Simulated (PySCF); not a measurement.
PySCF input for SeClI, SMILES Cl[Se]I, TDA-CAM-B3LYP/def2-SVPD. Coordinates come from a B3LYP-D3(BJ)/def2-TZVP optimisation. The def2 effective core potentials stand for the cores of I; spin–orbit coupling is left out.

```python
import numpy as np
from pyscf import gto, scf, dft, tdscf

mol = gto.M(
    atom='''
    Se    0.77793041   -0.98942956    0.00000000
    Cl   -1.01414996   -2.24091881    0.00000000
    I    -0.17375631    1.35351367    0.00000000
    ''',
    basis='def2-SVPD',
    ecp={'I': 'def2-svp'},
    charge=0,
    spin=0,
    symmetry=True,
    max_memory=1600,
    verbose=4,
)
mf = dft.RKS(mol, xc='cam-b3lyp').density_fit(auxbasis='def2-universal-jkfit')
mf.grids.level = 3
mf.conv_tol = 1e-9
mf.max_cycle = 100
mf.kernel()
mf.grids = dft.Grids(mol).set(level=1).build(with_non0tab=True)  # coarser grid for the response kernel
td = tdscf.TDA(mf)
td.singlet = True
td.nstates = 10
td.conv_tol = 1e-4
td.kernel(x0=td.get_init_guess(mf, 15))
td.analyze()
tt = tdscf.TDA(mf)
tt.singlet = False
tt.nstates = 4
tt.conv_tol = 1e-4
tt.kernel(x0=tt.get_init_guess(mf, 9))
tt.analyze(verbose=3)
```

It prints:

```
PySCF version 2.14.0

[INPUT] verbose = 4
[INPUT] num. atoms = 3
[INPUT] num. electrons = 76
[INPUT] charge = 0
[INPUT] spin (= nelec alpha-beta = 2S) = 0
[INPUT] symmetry True subgroup None
[INPUT] Mole.unit = angstrom
[INPUT] Symbol           X                Y                Z      unit          X                Y                Z       unit  Magmom
[INPUT]  1 Se     0.777930410000  -0.989429560000   0.000000000000 AA    1.470075418871  -1.869750887949   0.000000000000 Bohr   0.0
[INPUT]  2 Cl    -1.014149960000  -2.240918810000   0.000000000000 AA   -1.916465673639  -4.234722818286   0.000000000000 Bohr   0.0
[INPUT]  3 I     -0.173756310000   1.353513670000   0.000000000000 AA   -0.328351838315   2.557770142155   0.000000000000 Bohr   0.0

nuclear repulsion = 378.725201703913
point group symmetry = Cs
symmetry origin: [ 3.45238426e-09 -5.45113329e-09  0.00000000e+00]
symmetry axis x: [1.00000000e+00 3.95728864e-10 0.00000000e+00]
symmetry axis y: [-3.95728864e-10  1.00000000e+00  0.00000000e+00]
symmetry axis z: [0. 0. 1.]
num. orbitals of irrep A' = 71
num. orbitals of irrep A" = 32
number of shells = 39
number of NR pGTOs = 198
number of NR cGTOs = 103
basis = def2-SVPD
ecp = {'I': 'def2-svp'}


[settings echo left out]
init E= -3126.9491553449
HOMO (A") = -0.594939914918278  LUMO (A') = -0.593117351591594  gap/eV = 0.04959
cycle= 1 E= -3157.01305248367  delta_E= -30.1  |g|= 3.13  |ddm|= 9.21
HOMO (A') = -0.073222456921016  LUMO (A') = -0.0198916225780014  gap/eV = 1.45121
cycle= 2 E= -3152.37177358814  delta_E= 4.64  |g|= 3.65  |ddm|= 9.45
HOMO (A") = -0.189853113887544  LUMO (A') = -0.104766491423541  gap/eV = 2.31532
cycle= 3 E= -3158.21652467242  delta_E= -5.84  |g|= 1.44  |ddm|= 6.73
HOMO (A") = -0.297646514130712  LUMO (A') = -0.170613798676601  gap/eV = 3.45674
cycle= 4 E= -3159.13547204494  delta_E= -0.919  |g|= 0.343  |ddm|= 2.53
HOMO (A") = -0.288255868636142  LUMO (A') = -0.0892691320752332  gap/eV = 5.41470
cycle= 5 E= -3159.15404443362  delta_E= -0.0186  |g|= 0.223  |ddm|= 0.731
HOMO (A") = -0.292331169519688  LUMO (A') = -0.0841675878736262  gap/eV = 5.66442
cycle= 6 E= -3159.16963179085  delta_E= -0.0156  |g|= 0.0743  |ddm|= 0.319
HOMO (A") = -0.301620077115309  LUMO (A') = -0.0917650810043589  gap/eV = 5.71045
cycle= 7 E= -3159.17136867842  delta_E= -0.00174  |g|= 0.0192  |ddm|= 0.104
HOMO (A") = -0.301393243819788  LUMO (A') = -0.0901849755036515  gap/eV = 5.74727
cycle= 8 E= -3159.17150693767  delta_E= -0.000138  |g|= 0.00633  |ddm|= 0.0406
HOMO (A") = -0.301056632373033  LUMO (A') = -0.0895855682813075  gap/eV = 5.75442
cycle= 9 E= -3159.17152409215  delta_E= -1.72e-05  |g|= 0.0019  |ddm|= 0.0107
HOMO (A") = -0.300960105957181  LUMO (A') = -0.08946279589169  gap/eV = 5.75513
cycle= 10 E= -3159.17152675455  delta_E= -2.66e-06  |g|= 0.000433  |ddm|= 0.00497
HOMO (A") = -0.301005034016118  LUMO (A') = -0.0895301588995436  gap/eV = 5.75452
cycle= 11 E= -3159.17152703272  delta_E= -2.78e-07  |g|= 0.00019  |ddm|= 0.00209
HOMO (A") = -0.300981735466628  LUMO (A') = -0.0895130017342756  gap/eV = 5.75436
cycle= 12 E= -3159.17152705469  delta_E= -2.2e-08  |g|= 5.17e-05  |ddm|= 0.00047
HOMO (A") = -0.300982622076177  LUMO (A') = -0.0895169993410121  gap/eV = 5.75427
cycle= 13 E= -3159.17152705747  delta_E= -2.77e-09  |g|= 1.54e-05  |ddm|= 0.000209
HOMO (A") = -0.300981634813215  LUMO (A') = -0.0895162440725879  gap/eV = 5.75427
cycle= 14 E= -3159.17152705762  delta_E= -1.57e-10  |g|= 4.39e-06  |ddm|= 3.41e-05
HOMO (A") = -0.300981687980471  LUMO (A') = -0.0895161808435303  gap/eV = 5.75427
Extra cycle  E= -3159.17152705761  delta_E= 1.82e-11  |g|= 3.34e-06  |ddm|= 1.32e-05
converged SCF energy = -3159.17152705761
tot grids = 21680


******** <class 'pyscf.tdscf.rks.TDA'> for <class 'pyscf.df.df_jk.DFSymAdaptedRKS'> ********
nstates = 10 singlet
deg_eia_thresh = 1.000e-03
wfnsym = None
conv_tol = 0.0001
eigh lindep = 1e-12
eigh level_shift = 0
eigh max_cycle = 100


Excitation energies (eV)
[2.20236212 2.78602232 3.63215549 4.05485927 4.84777428 4.92910871
 5.027976   5.95737301 5.98211623 6.33960995]

** Singlet excitation energies and oscillator strengths **
Excited State   1:   A"      2.20236 eV    562.96 nm  f=0.0005
      38 -> 39        0.70212
Excited State   2:   A"      2.78602 eV    445.02 nm  f=0.0000
      36 -> 40       -0.12776
      38 -> 40       -0.68813
Excited State   3:   A'      3.63216 eV    341.35 nm  f=0.0025
      37 -> 39        0.68816
      37 -> 40        0.13273
Excited State   4:   A"      4.05486 eV    305.77 nm  f=0.0000
      36 -> 39       -0.69557
Excited State   5:   A'      4.84777 eV    255.75 nm  f=0.0016
      35 -> 39       -0.38453
      37 -> 40        0.58138
Excited State   6:   A'      4.92911 eV    251.53 nm  f=0.0283
      33 -> 39       -0.11887
      35 -> 39        0.35823
      35 -> 40       -0.52966
      37 -> 40        0.24508
Excited State   7:   A"      5.02798 eV    246.59 nm  f=0.0010
      34 -> 39        0.11289
      36 -> 40        0.67488
      38 -> 40       -0.13025
Excited State   8:   A"      5.95737 eV    208.12 nm  f=0.0001
      34 -> 39       -0.59981
      34 -> 40        0.33365
      36 -> 40        0.13449
Excited State   9:   A'      5.98212 eV    207.26 nm  f=0.2527
      32 -> 39       -0.18293
      33 -> 39        0.15696
      35 -> 39       -0.40312
      35 -> 40       -0.43073
      37 -> 40       -0.23520
      38 -> 51        0.10450
Excited State  10:   A"      6.33961 eV    195.57 nm  f=0.0012
      38 -> 41       -0.58811
      38 -> 42       -0.33071
      38 -> 45       -0.14654

** Transition electric dipole moments (AU) **
state          X           Y           Z        Dip. S.      Osc.
  1        -0.0000     -0.0000     -0.0963      0.0093      0.0005
  2        -0.0000     -0.0000      0.0097      0.0001      0.0000
  3         0.1073      0.1273      0.0000      0.0277      0.0025
  4        -0.0000      0.0000      0.0158      0.0002      0.0000
  5        -0.1152     -0.0046     -0.0000      0.0133      0.0016
  6         0.2195     -0.4317      0.0000      0.2346      0.0283
  7        -0.0000      0.0000      0.0888      0.0079      0.0010
  8         0.0000      0.0000      0.0231      0.0005      0.0001
  9        -0.0502      1.3121      0.0000      1.7240      0.2527
 10        -0.0000      0.0000      0.0886      0.0078      0.0012

WARN: ECP detected. Skipping calculation of transition velocity and magnetic dipole moments, which have not yet been implemented.



******** <class 'pyscf.tdscf.rks.TDA'> for <class 'pyscf.df.df_jk.DFSymAdaptedRKS'> ********
nstates = 4 triplet
deg_eia_thresh = 1.000e-03
wfnsym = None
conv_tol = 0.0001
eigh lindep = 1e-12
eigh level_shift = 0
eigh max_cycle = 100


Excitation energies (eV)
[1.52295091 2.08780465 2.98114216 3.50881965]

** Triplet excitation energies and oscillator strengths **
Excited State   1:   A"      1.52295 eV    814.11 nm  f=0.0000
Excited State   2:   A"      2.08780 eV    593.85 nm  f=0.0000
Excited State   3:   A'      2.98114 eV    415.89 nm  f=0.0000
Excited State   4:   A"      3.50882 eV    353.35 nm  f=0.0000
```

The calculation finished and met its thresholds.
